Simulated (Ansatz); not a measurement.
Consider the cleavage of the Si–Al bond: `[OH][Al]([SiH3])[Cl]` + `COB(C)O` → `COB(C)O[SiH3]` + `[OH][AlH][Cl]`.

Gas-phase electronic energies from Ansatz, PBE0-D4/def2-TZVP geometries. CCSD(T)/CBS adds triple-zeta CCSD(T) − MP2 to the extrapolated MP2 energy (def2 sets, frozen cores). This one scheme is used for every species. Each species was taken in one conformer, which may not be the lowest.

| species | CCSD/CBS(def2) energy (Eh) |
| --- | --- |
| `[OH][Al]([SiH3])[Cl]` | -1068.55457 |
| `COB(C)O` | -255.53550 |
| `COB(C)O[SiH3]` | -545.84434 |
| `[OH][AlH][Cl]` | -778.27653 |

(1) Work out ΔE.

Largest T1 diagnostic among the species: 0.012.

## Answers

(1) ΔE = (-545.84434) + (-778.27653) − (-1068.55457) − (-255.53550) = -0.03080 Eh = -80.9 kJ/mol. CCSD(T)/CBS gives -78.3 kJ/mol.

In def2-TZVPP, CCSD(T) changes the Hartree–Fock value by +22.5 kJ/mol (the triples alone add +2.6 kJ/mol) and MP2 by +14.0 kJ/mol. From PBE to PBE0 (25 % exact exchange), in def2-TZVPP and without D4, ΔE moves by −7.9 kJ/mol. The D4 term adds −3.4 kJ/mol with B3LYP and −1.9 kJ/mol with PBE0; it sums over pairs of atoms, weighted by their polarisabilities, and B3LYP, whose exchange is more repulsive, gets the larger term.

B3LYP here is the variant with VWN-RPA as its local correlation; programs differ in this.
